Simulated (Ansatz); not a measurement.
Cost and result for the atomization energy of `C=C([SiH3])[SiH3]` (12 atoms, 11 bonds).

```tsv
atom	x (Å)	y (Å)	z (Å)
C1	0.1466	0.7997	1.4295
C2	0.0274	0.1496	0.2673
Si3	1.3130	-1.1147	-0.2119
Si4	-1.4216	0.5223	-0.8471
H5	-0.5762	1.5460	1.7556
H6	0.9732	0.6193	2.1152
H7	1.9640	-0.7346	-1.4949
H8	0.6834	-2.4489	-0.4061
H9	2.3416	-1.2026	0.8594
H10	-2.2810	1.5560	-0.2097
H11	-2.2221	-0.7086	-1.0889
H12	-0.9484	1.0167	-2.1685
```

Total charge 0; spin multiplicity 1. The geometry is a stationary point of PBE0-D4/def2-TZVP. Program: Ansatz. All runs use 4 threads of an Arm Neoverse V2 on a shared host. Times are those of one run each, without the atoms' runs, and a repeat can differ threefold. Electronic energies, without spin–orbit coupling; frozen cores. CCSD(T)/CBS adds CCSD(T) − MP2 in def2-TZVPP to the MP2 limit, and its time is that of the two runs behind it. T1 = 0.012. B3LYP takes the VWN-RPA correlation (the form of Gaussian; ORCA's B3LYP/G).

CCSD(T)/CBS is a level of theory with its own doubt, some kJ/mol a heavy atom from the limit and from the frozen cores, so smaller differences don't rank the functionals.

```tsv
level	functions	wall time
PBE-D4/def2-TZVPP (with forces)	258	2.4 s
PBE0-D4/def2-TZVPP	258	2.7 s
r2SCAN-D4/def2-TZVPP (with forces)	258	4.3 s
B3LYP-D4/def2-TZVPP (with forces)	258	4.3 s
B2PLYP/def2-TZVPP	258	4.7 s
ωB97X-V/def2-TZVPP	258	7 s
ωB97M-V/def2-TZVPP (with forces)	258	11 s
MP2/def2-QZVPP	494	21 s
CCSD(T)/def2-TZVPP	258	89 s
CCSD(T)/CBS(def2)	–	110 s
```

What atomization energy does each give, and how far from CCSD(T)/CBS? (Best estimate.)

Computed: 
```csv
level,atomization (kcal/mol),difference from CCSD(T)/CBS,per bond
PBE-D4/def2-TZVPP (with forces),986.0,0.5,0.0
PBE0-D4/def2-TZVPP,979.8,-5.7,-0.5
r2SCAN-D4/def2-TZVPP (with forces),984.4,-1.1,-0.1
B3LYP-D4/def2-TZVPP (with forces),986.2,0.7,0.1
B2PLYP/def2-TZVPP,973.6,-11.9,-1.1
ωB97X-V/def2-TZVPP,989.2,3.7,0.3
ωB97M-V/def2-TZVPP (with forces),986.5,1.0,0.1
MP2/def2-QZVPP,976.8,-8.7,-0.8
CCSD(T)/def2-TZVPP,962.7,-22.8,-2.1
CCSD(T)/CBS(def2),985.5,0.0,0.0
```

In def2-TZVPP, CCSD(T) changes the Hartree–Fock value by +210.7 kcal/mol (the triples alone add +10.8 kcal/mol) and MP2 by +211.2 kcal/mol; breaking electron pairs costs correlation energy, which Hartree–Fock lacks. From PBE to PBE0 (25 % exact exchange), in def2-TZVPP and without D4, the atomization energy moves by −5.3 kcal/mol: exact exchange takes away binding that semilocal exchange gives to molecules. The D4 term adds +10.3 kcal/mol with B3LYP and +5.4 kcal/mol with PBE0; it sums over pairs of atoms, weighted by their polarisabilities, and B3LYP, whose exchange is more repulsive, gets the larger term.
